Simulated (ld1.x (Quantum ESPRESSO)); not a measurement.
**What one change does to a pseudopotential (germanium (Ge), TM)**

ld1.x (Quantum ESPRESSO) 7.5 input, shortened:

```
&input
   title='Ge', zed=32., rel=2, dft='PBESOL', iswitch=3,
   config='[Ar] 3d10 4s1.75 4p2.25', rel_dist='average'
 /
 &inputp
   pseudotype=2, tm=.true., lloc=-1, rcloc=1.45,
   nlcc=.false.
 /
3
4S  1  0   1.75   0.00  1.40  1.40  0.0
4P  2  1   2.25   0.00  1.85  1.85  0.0
3D  3  2  10.00   0.00  1.20  1.20  0.0
 &test
   configts(1)='3d10 4s1.75 4p2.25'
 /
```

Open shells are filled in proportion to 2j + 1 (rel_dist='average').

All-electron outer shells of the reference configuration (PBEsol, scalar-relativistic, ld1.x):

```tsv
shell	level (eV)	outermost node (bohr)	outermost maximum (bohr)
3s	-168.58	0.26	0.54
3p	-115.89	0.23	0.54
3d	-29.76	–	0.50
4s	-11.99	0.77	1.73
4p	-4.08	0.82	2.19
```

Change: core correction a·sin(br)/r model core inside 1.14 bohr.

Cutoffs: the cutoffs (Ry, on a coarse ladder) from which the occupation-weighted sum of valence levels, in a spherical-Bessel basis at the reference potential, stays within 10 and 1 mRy of its value at 400 Ry; they do not see the model core or the augmentation charge, which bear on the density cutoff. Errors are all-electron minus pseudo energies relative to the spin-unpolarised reference configuration.

What does the change do?

Of the 7 tests that both files solve, the error grows in 2 and shrinks in 2 by more than 15 % and 0.3 meV (median size 7.2 → 5.9 meV); neither file shows a bound ghost. A model core, the more so a compact one, raises the density cutoff, which this test does not measure.

```csv
quantity,base,changed
"cutoff, loose",200 Ry,200 Ry
"cutoff, tight",over 300 Ry,over 300 Ry
bound ghosts,none,none
"error for 3d10 4s2 4p2, meV [ΔE -1.97 eV]",+0.2,+0.1
"error for 3d10 4s2 4p1, meV [ΔE 5.49 eV]",+0.6,+1.0
"error for 3d10 4s2 4p0, meV [ΔE 20.94 eV]",+7.2,+8.6
"error for 3d9 4s2 4p2, meV [ΔE 36.72 eV]",+202,+190
"error for 3d10 4s1 4p2, meV [ΔE 14.21 eV]",+7.3,+5.9
"error for 3d10 4s2 4p1.5, meV [ΔE 0.84 eV]",-0.1,-0.1
"error for 3d10 4s1 4p0, meV [ΔE 55.73 eV]",+52,+33
s: phases at 2.00 bohr within 0.05 rad from the reference energy up to (Ry; the scan ends near 5),0.1,0.1
p1/2: phases at 2.00 bohr within 0.05 rad from the reference energy up to (Ry; the scan ends near 5),3.1,3.1
p3/2: phases at 2.00 bohr within 0.05 rad from the reference energy up to (Ry; the scan ends near 5),2.9,2.9
d3/2: phases at 2.00 bohr within 0.05 rad from the reference energy up to (Ry; the scan ends near 5),1.1,1.1
d5/2: phases at 2.00 bohr within 0.05 rad from the reference energy up to (Ry; the scan ends near 5),1.2,1.2
```
